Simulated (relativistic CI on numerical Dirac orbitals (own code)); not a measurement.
## Pr⁴⁺: resonant inelastic scattering at the M4,5 edge

Computed with this model: Dirac-Coulomb-Breit CI, KLI orbitals optimised for each configuration, QED by a radiative potential, Kramers-Heisenberg scattering through one core-hole configuration in a parametric crystal field, unscaled Slater integrals; configurations [Xe] 4f → [Ar] 3d9 4s2 4p6 4d10 4f2 5s2 5p6; 10 K; core-hole width 0.6 eV; summed over polarisations. Incident energies are the highest absorption maxima for each field (at most a few, so the weaker spin-orbit partner edge can be absent), on the computed scale of the free ion. Intensities are in per cent of the strongest line above 0.02 eV; levels within 1 cm⁻¹ are merged; final levels count from the ground level, the first row holds all elastic scattering, lines under 0.4 are left out and each table stops after 24 rows. The scale of the Slater integrals is a model choice and moves the terms in proportion.

Field parameters in Wybourne normalisation. The field is a parameter set, without covalency.

S is read from ⟨S²⟩ = S(S + 1).

C2v, B20 = -1100, B22 = 360, B40 = 1210, B42 = -10, B44 = -650, B60 = 590, B62 = -190, B64 = 620, B66 = 20 cm⁻¹:

```
Final level (eV)  Degeneracy     S  937.3 eV  953.8 eV  956.6 eV
           0.000           2  0.50     138.6      62.9     320.5
           0.031           2  0.50      25.7      10.5     100.0
           0.087           2  0.50      22.1       8.4      87.6
           0.356           2  0.50      23.0       0.1      14.3
           0.391           2  0.50      11.1       0.1      11.8
           0.405           2  0.50       8.6       0.1       5.8
           0.467           2  0.50       4.7       0.1      10.0
```

D4h, B20 = 2630, B40 = -1520, B44 = -900, B60 = -720, B64 = 70 cm⁻¹:

```csv
Final level (eV),Degeneracy,Irrep,S,937.4 eV,953.9 eV,956.7 eV
0.000,2,Γ7,0.50,121.2,64.4,336.0
0.156,2,Γ7,0.50,29.2,13.5,100.0
0.165,2,Γ6,0.50,14.3,1.6,46.7
0.347,2,Γ6,0.50,18.5,0.1,13.7
0.484,2,Γ7,0.50,15.8,0.7,10.9
0.525,2,Γ6,0.50,0.7,0.0,7.3
0.542,2,Γ7,0.50,4.3,0.0,11.4
```

For the first field the strongest loss at the lowest incident energy is the level at 0.03 eV (S = 0.50, against 0.50 in the thermal ground state).
